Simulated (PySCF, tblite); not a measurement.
Isomers of C3H7FOSi. All values are computed: GFN2-xTB (tblite) harmonic vibrations without scaling, gas phase. This tight-binding method is rough: wavenumbers can miss measured ones by several per cent, in bad cases by 10 to 20. Modes of hydrogen on silicon can be 10 to 20 % off. One conformer each.

Electronic energies: PBE0/pcSseg-1 single points on the GFN2-xTB geometries (PySCF, gas phase).

```csv
SMILES,"electronic energy, lowest = 0 (kcal/mol)"
O[SiH2]/C=C\CF,20.5
CC[Si@@H](F)C=O,0.0
C=C[C@H](F)[SiH2]O,26.4
O[Si@@H]1CC[C@@H]1F,17.1
O[SiH2]C/C=C/F,19.9
```

Question: How do GFN2-xTB zero-point energies change the relative energies?

Answer: 
```tsv
SMILES	ZPE (kcal/mol)	of it from modes above 1550 cm⁻¹	electronic (kcal/mol)	with ZPE, lowest = 0 (kcal/mol)	lowest mode (cm⁻¹)	rings
CC[Si@@H](F)C=O	58.6	31.2	0.0	0.0	37	0
O[Si@@H]1CC[C@@H]1F	59.9	30.0	17.1	18.4	45	1
O[SiH2]C/C=C/F	57.1	31.6	19.9	18.4	44	0
O[SiH2]/C=C\CF	57.4	31.2	20.5	19.2	40	0
C=C[C@H](F)[SiH2]O	56.9	31.8	26.4	24.6	40	0
```

The zero-point energies span 3.0 kcal/mol, from `C=C[C@H](F)[SiH2]O` to `O[Si@@H]1CC[C@@H]1F`. The order is unchanged, ties at the printed digit aside.

Question: And how do the electronic energies of GFN2-xTB itself compare?

Answer: `CC[Si@@H](F)C=O` 4.9; `O[Si@@H]1CC[C@@H]1F` 0.0; `O[SiH2]C/C=C/F` 0.3; `O[SiH2]/C=C\CF` 4.3; `C=C[C@H](F)[SiH2]O` 5.1 kcal/mol, lowest = 0. Against the energies above, taken from the same isomer `CC[Si@@H](F)C=O`, the largest difference is 26.2 kcal/mol.

Question: What do entropy and thermal enthalpy add at 298.15 K and 1 bar (rigid rotor, harmonic oscillator, one conformer each)?

Answer: 
```json
{"SMILES": "CC[Si@@H](F)C=O", "point group": "C1", "symmetry number": "1", "S (cal/(mol K))": "93.1", "H − H(0) (kcal/mol)": "6.06", "ZPE + H − H(0) − TS (kcal/mol)": "36.9"}
{"SMILES": "O[Si@@H]1CC[C@@H]1F", "point group": "C1", "symmetry number": "1", "S (cal/(mol K))": "84.9", "H − H(0) (kcal/mol)": "5.25", "ZPE + H − H(0) − TS (kcal/mol)": "39.9"}
{"SMILES": "O[SiH2]C/C=C/F", "point group": "C1", "symmetry number": "1", "S (cal/(mol K))": "90.3", "H − H(0) (kcal/mol)": "5.84", "ZPE + H − H(0) − TS (kcal/mol)": "36.1"}
{"SMILES": "O[SiH2]/C=C\\CF", "point group": "C1", "symmetry number": "1", "S (cal/(mol K))": "88.8", "H − H(0) (kcal/mol)": "5.68", "ZPE + H − H(0) − TS (kcal/mol)": "36.6"}
{"SMILES": "C=C[C@H](F)[SiH2]O", "point group": "C1", "symmetry number": "1", "S (cal/(mol K))": "89.9", "H − H(0) (kcal/mol)": "5.87", "ZPE + H − H(0) − TS (kcal/mol)": "35.9"}
```
